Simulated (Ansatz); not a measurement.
Program: Ansatz. Geometries: PBE0-D4/def2-TZVP. ΔE: electronic, gas phase. CCSD(T)/CBS is the MP2 limit (def2-TZVPP, def2-QZVPP) plus CCSD(T) − MP2 in def2-TZVPP, frozen cores. Functionals use def2-TZVPP. B3LYP here is the variant with VWN-RPA as its local correlation; programs differ in this. For Ge outer-core shells are correlated without core-valence functions, which leaves a few kJ/mol of doubt a bond. Scalar relativity is left out up to krypton. One conformer a species, not always the lowest.

Consider the formal exchange of groups at a C–Si bond: `OC[SiH](F)CF` + `[SiH3][GeH3]` → `O[CH2][GeH2][SiH3]` + `FC[SiH2]F`.

`OC[SiH](F)CF`:

Cartesian coordinates in Å:
```
O -0.515 -1.386 -1.444
C -0.108 -1.437 -0.080
Si 0.707 0.177 0.417
F 1.860 0.458 -0.670
C -0.517 1.605 0.298
F -1.483 1.418 1.288
H 0.269 -1.271 -1.989
H -1.015 -1.584 0.513
H 0.537 -2.304 0.121
H 1.329 0.124 1.764
H -1.020 1.621 -0.674
H -0.045 2.580 0.455
```

`[SiH3][GeH3]`:

Cartesian coordinates in Å:
```
Si -0.653 -0.842 -0.552
Ge 0.641 0.826 0.541
H -0.150 -2.195 -0.194
H -0.567 -0.672 -2.026
H -2.077 -0.736 -0.139
H 0.552 0.665 2.068
H 0.134 2.231 0.173
H 2.119 0.723 0.129
```

`O[CH2][GeH2][SiH3]`:

Z-matrix (Å, degrees):
```
C
Ge 1 1.973
O 1 1.414 2 108.3
H 1 1.098 2 108.4 3 -121.7
H 1 1.098 2 108.4 3 121.7
Si 2 2.383 1 109.9 3 -179.8
H 2 1.539 1 109.0 3 59.4
H 2 1.539 1 109.0 3 -59.0
H 3 0.961 1 108.7 2 -180.0
H 6 1.487 2 110.6 1 -180.0
H 6 1.488 2 110.4 1 -59.8
H 6 1.488 2 110.4 1 59.9
```

`FC[SiH2]F`:

Z-matrix (Å, degrees):
```
C
Si 1 1.881
F 1 1.389 2 111.3
H 1 1.097 2 109.9 3 -120.2
H 1 1.096 2 111.2 3 121.0
F 2 1.598 1 109.8 3 -69.4
H 2 1.485 1 108.3 3 172.6
H 2 1.481 1 110.8 3 50.0
```

| level | ΔE (kJ/mol) | difference from CCSD(T)/CBS |
| --- | --- | --- |
| PBE-D4 | 25.0 | 6.1 |
| r2SCAN-D4 | 26.3 | 7.4 |
| B3LYP-D4 | 23.8 | 4.9 |
| ωB97X-V | 24.0 | 5.1 |
| ωB97M-V | 25.2 | 6.3 |
| PBE | 23.8 | 4.9 |
| r2SCAN | 25.9 | 7.0 |
| B3LYP | 22.0 | 3.1 |
| HF/def2-TZVPP | 19.3 | 0.4 |
| MP2/def2-TZVPP | 15.9 | -3.0 |
| CCSD/def2-TZVPP | 18.6 | -0.3 |
| CCSD(T)/def2-TZVPP | 18.7 | -0.2 |
| HF/def2-QZVPP | 19.3 | 0.4 |
| SCS-MP2/def2-QZVPP | 15.8 | -3.1 |
| HF/CBS(def2) | 19.3 | 0.4 |
| MP2/CBS(def2) | 16.1 | -2.8 |
| CCSD(T)/CBS | 18.9 | 0 |

Largest T1 diagnostic among the species: 0.012.
